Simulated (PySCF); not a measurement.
AgCl, charge -1, doublet, geometry from GFN2-xTB (such geometries of metal compounds can be far from the true shape) (the multiplicity is a formal guess) (core potentials on Ag) (in this run its highest filled SCF level lies above zero, so its values depend strongly on the basis, on diffuse functions most of all); PySCF with PBE/def2-SV(P).

PySCF was given this input:
```python
from pyscf import gto, scf, dft

mol = gto.M(
    atom='''
Ag   -0.00000000   -0.00000000   -0.72010696
Cl    0.00000000    0.00000000    1.99088395
''',
    basis='def2-sv(p)',
    ecp={'Ag': 'def2-sv(p)'},
    charge=-1,
    spin=1,
    verbose=4,
)

mf = dft.UKS(mol)
mf.xc = 'pbe'
mf.grids.atom_grid = (50, 194)
mf.kernel()
mf.analyze()
```

The log (banner, timings and long lists left out):

```
PySCF version 2.14.0

[INPUT] verbose = 4
[INPUT] num. atoms = 2
[INPUT] num. electrons = 37
[INPUT] charge = -1
[INPUT] spin (= nelec alpha-beta = 2S) = 1
[INPUT] symmetry False subgroup None
[INPUT] Mole.unit = angstrom
[INPUT] Symbol           X                Y                Z      unit          X                Y                Z       unit  Magmom
[INPUT]  1 Ag     0.000000000000   0.000000000000  -0.720106960000 AA    0.000000000000   0.000000000000  -1.360804934793 Bohr   0.0
[INPUT]  2 Cl     0.000000000000   0.000000000000   1.990883950000 AA    0.000000000000   0.000000000000   3.762225411292 Bohr   0.0

nuclear repulsion = 63.0486212612052
number of shells = 18
number of NR pGTOs = 86
number of NR cGTOs = 42
basis = def2-sv(p)
ecp = {'Ag': 'def2-sv(p)'}

******** <class 'pyscf.dft.uks.UKS'> ********
method = UKS
initial guess = minao
damping factor = 0
level_shift factor = 0
DIIS = <class 'pyscf.scf.diis.CDIIS'>
diis_start_cycle = 1
diis_space = 8
diis_damp = 0
SCF conv_tol = 1e-09
SCF conv_tol_grad = None
SCF max_cycles = 50
direct_scf = True
direct_scf_tol = 1e-13
number electrons alpha = 19  beta = 18
XC library pyscf.dft.libxc version 7.1.2
    S. Lehtola, C. Steigemann, M. J. T. Oliveira, and M. A. L. Marques,  SoftwareX 7, 1–5 (2018)
XC functionals = pbe
    J. P. Perdew, K. Burke, and M. Ernzerhof,  Phys. Rev. Lett. 77, 3865 (1996)
    J. P. Perdew, K. Burke, and M. Ernzerhof,  Phys. Rev. Lett. 78, 1396 (1997)
    J. P. Perdew, K. Burke, and M. Ernzerhof,  Phys. Rev. Lett. 77, 3865 (1996)
    J. P. Perdew, K. Burke, and M. Ernzerhof,  Phys. Rev. Lett. 78, 1396 (1997)
radial grids:
    Treutler-Ahlrichs [JCP 102, 346 (1995); DOI:10.1063/1.469408] (M4) radial grids

becke partition: Becke, JCP 88, 2547 (1988); DOI:10.1063/1.454033
pruning grids: <function nwchem_prune>
grids dens level: 3
symmetrized grids: False
atomic radii adjust function: <function treutler_atomic_radii_adjust>
User specified grid scheme (50, 194)
small_rho_cutoff = 0
Set gradient conv threshold to 3.16228e-05
tot grids = 12632
init E= -594.490669282999

cycle= 1 E= -605.476668571225  delta_E=  -11  |g|= 1.38  |ddm|= 3.75
cycle= 2 E= -584.652737169268  delta_E= 20.8  |g|= 4.05  |ddm|= 13.3
cycle= 3 E= -606.78934077556  delta_E= -22.1  |g|= 0.41  |ddm|= 13.8
cycle= 4 E= -604.87646707168  delta_E= 1.91  |g|= 1.53  |ddm|= 2.35
cycle= 5 E= -606.877944434667  delta_E=   -2  |g|= 0.234  |ddm|= 1.84
cycle= 6 E= -606.902828512233  delta_E= -0.0249  |g|= 0.0378  |ddm|= 0.202
cycle= 7 E= -606.903627961855  delta_E= -0.000799  |g|= 0.0097  |ddm|= 0.0538
cycle= 8 E= -606.903682002555  delta_E= -5.4e-05  |g|= 0.00134  |ddm|= 0.0126
cycle= 9 E= -606.903683083863  delta_E= -1.08e-06  |g|= 0.000671  |ddm|= 0.00403
cycle= 10 E= -606.903683380885  delta_E= -2.97e-07  |g|= 4.35e-05  |ddm|= 0.00125
cycle= 11 E= -606.903683383127  delta_E= -2.24e-09  |g|= 8.23e-06  |ddm|= 0.000131
cycle= 12 E= -606.903683383221  delta_E= -9.39e-11  |g|= 1.73e-06  |ddm|= 2.2e-05
Extra cycle  E= -606.903683383219  delta_E= 2.16e-12  |g|= 2.52e-06  |ddm|= 6.69e-06
converged SCF energy = -606.903683383219  <S^2> = 0.75185546  2S+1 = 2.0018546
**** SCF Summaries ****
Total Energy =                        -606.903683383218777
Nuclear Repulsion Energy =              63.048621261205199
One-electron Energy =                -1030.806830252033478
Two-electron Energy =                  360.854525607609503
Two-electron Coulomb Energy =          403.229653643559402
DFT Exchange-Correlation Energy =      -42.375128035949878
**** MO energy ****
                             alpha | beta                alpha | beta
MO #1   energy= -100.366111646159  | -100.365244815227  occ= 1 | 1
MO #2   energy= -8.89774710138924  | -8.89691642144456  occ= 1 | 1
MO #3   energy= -6.72524373047953  | -6.72286481514407  occ= 1 | 1
MO #4   energy= -6.72017880176526  | -6.7196565005961   occ= 1 | 1
MO #5   energy= -6.72017879576999  | -6.71965649521176  occ= 1 | 1
MO #6   energy= -3.36641958903258  | -3.36593614466364  occ= 1 | 1
MO #7   energy= -1.99046857143658  | -1.98960859671014  occ= 1 | 1
MO #8   energy= -1.99046857103155  | -1.98960859562422  occ= 1 | 1
MO #9   energy= -1.98909150995804  | -1.98848484068956  occ= 1 | 1
MO #10  energy= -0.451390281805878 | -0.446285275492336 occ= 1 | 1
MO #11  energy= -0.0888460330444391 | -0.0816358350924309 occ= 1 | 1
MO #12  energy= -0.0733024474894708 | -0.0684366584766477 occ= 1 | 1
MO #13  energy= -0.0733024474836894 | -0.0684366579519919 occ= 1 | 1
MO #14  energy= -0.0712472958113454 | -0.0673784864236205 occ= 1 | 1
MO #15  energy= -0.0712357265064531 | -0.0673667912224931 occ= 1 | 1
MO #16  energy= -0.0380206273294569 | -0.0296947950633976 occ= 1 | 1
MO #17  energy= -0.0200541587320249 | -0.0175848857594899 occ= 1 | 1
MO #18  energy= -0.0200541492735434 | -0.0175848770339193 occ= 1 | 1
MO #19  energy= 0.0338414124089965 | 0.0605314453720993 occ= 1 | 0
MO #20  energy= 0.133916939588097  | 0.150092485006549  occ= 0 | 0
MO #21  energy= 0.133916939647104  | 0.150092488001685  occ= 0 | 0
MO #22  energy= 0.171358006017457  | 0.189155711783417  occ= 0 | 0
MO #23  energy= 0.225849453754009  | 0.240163002199664  occ= 0 | 0
MO #24  energy= 0.461930381144402  | 0.477034165446455  occ= 0 | 0
MO #25  energy= 0.461930382704912  | 0.47703416740892   occ= 0 | 0
MO #26  energy= 0.462206836666976  | 0.483757823784104  occ= 0 | 0
MO #27  energy= 0.59001391987274   | 0.60808788902946   occ= 0 | 0

spin_pop of  0 Ag 4s        0.00046
spin_pop of  0 Ag 5s        0.70352
spin_pop of  0 Ag 6s        0.00053
spin_pop of  0 Ag 7s        0.00193
spin_pop of  0 Ag 8s        0.00211
spin_pop of  0 Ag 4px       0.00054
spin_pop of  0 Ag 4py      -0.00036
spin_pop of  0 Ag 4pz      -0.00036
spin_pop of  0 Ag 5px       0.00059
spin_pop of  0 Ag 5py       0.00052
spin_pop of  0 Ag 5pz       0.00052
spin_pop of  0 Ag 6px       0.05856
spin_pop of  0 Ag 6py       0.00358
spin_pop of  0 Ag 6pz       0.00358
spin_pop of  0 Ag 4dxy     -0.01095
spin_pop of  0 Ag 4dyz      0.01184
spin_pop of  0 Ag 4dz^2    -0.01095
spin_pop of  0 Ag 4dxz     -0.00768
spin_pop of  0 Ag 4dx2-y2   -0.00014
spin_pop of  0 Ag 5dxy      0.00978
spin_pop of  0 Ag 5dyz      0.03456
spin_pop of  0 Ag 5dz^2     0.00978
spin_pop of  0 Ag 5dxz      0.00767
spin_pop of  0 Ag 5dx2-y2    0.00014
spin_pop of  1 Cl 1s        0.00000
spin_pop of  1 Cl 2s       -0.00000
spin_pop of  1 Cl 3s        0.00924
spin_pop of  1 Cl 4s        0.01569
spin_pop of  1 Cl 2px      -0.00000
spin_pop of  1 Cl 2py      -0.00000
spin_pop of  1 Cl 2pz       0.00001
spin_pop of  1 Cl 3px      -0.00252
spin_pop of  1 Cl 3py      -0.00252
spin_pop of  1 Cl 3pz       0.15660
spin_pop of  1 Cl 4px      -0.00007
spin_pop of  1 Cl 4py      -0.00007
spin_pop of  1 Cl 4pz       0.00382
spin_pop of  1 Cl 3dxy      0.00000
spin_pop of  1 Cl 3dyz      0.00003
spin_pop of  1 Cl 3dz^2    -0.00000
spin_pop of  1 Cl 3dxz      0.00003
spin_pop of  1 Cl 3dx2-y2    0.00000
In total            19.00000 | 18.00000

WARN: System has nonzero charge -1; the dipole moment is origin-dependent.
Location of origin: [0. 0. 0.]

Dipole moment(X, Y, Z, Debye): -0.00000, -0.00000, -1.71725
```
